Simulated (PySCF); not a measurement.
# Dipole response of Cl (chlorine, neutral)

[Ne] 3s2 3p5, 2P determinant. All numbers are calculated (PySCF 2.14, the spin-free X2C one-electron Hamiltonian (Gaussian nucleus), in aug-cc-pCVQZ-DK). Coupled (time-dependent) response in atomic units; α is the mean over directions.

```json
{"method": "UHF", "mean α (bohr³)": "14.23", "α xx, yy, zz": "13.12, 14.78, 14.78", "C₆ (like pair)": "89.19", "S(−4)": "49.52"}
{"method": "PBE", "mean α (bohr³)": "15.69", "α xx, yy, zz": "14.21, 16.44, 16.44", "C₆ (like pair)": "100.2", "S(−4)": "67.25"}
{"method": "PBE0", "mean α (bohr³)": "15.03", "α xx, yy, zz": "13.71, 15.69, 15.69", "C₆ (like pair)": "95.13", "S(−4)": "58.90"}
{"method": "BP86", "mean α (bohr³)": "15.79", "α xx, yy, zz": "14.28, 16.55, 16.55", "C₆ (like pair)": "101.0", "S(−4)": "68.06"}
```

S(−4) is the Cauchy moment in α(ω) = α(0) + S(−4) ω² + …

Reference α: 14.6 ± 0.1 bohr³ (recommended; Schwerdtfeger and Nagle, table of static dipole polarizabilities (2023 update)). Published C₆: 94.60 (Chu and Dalgarno (2004); Tang, Norbeck and Certain (1976)).

α(iu) at BP86:

```csv
u (hartree),α(iu) (bohr³)
0,15.79
0.0500,15.63
0.100,15.15
0.200,13.58
0.300,11.70
0.500,8.366
0.750,5.573
1.00,3.882
1.50,2.142
2.00,1.348
3.00,0.6839
5.00,0.2909
```

A single London oscillator, α(iu) = α/(1 + u²/ω²), gives C₆ = (3/4) ω α². Matching the computed C₆ needs ω = 4 × 101.0 / (3 × 15.79²) = 0.540 hartree.

The components differ because the open shell of this determinant is not spherical; for a pure term their mean is the scalar polarisability.
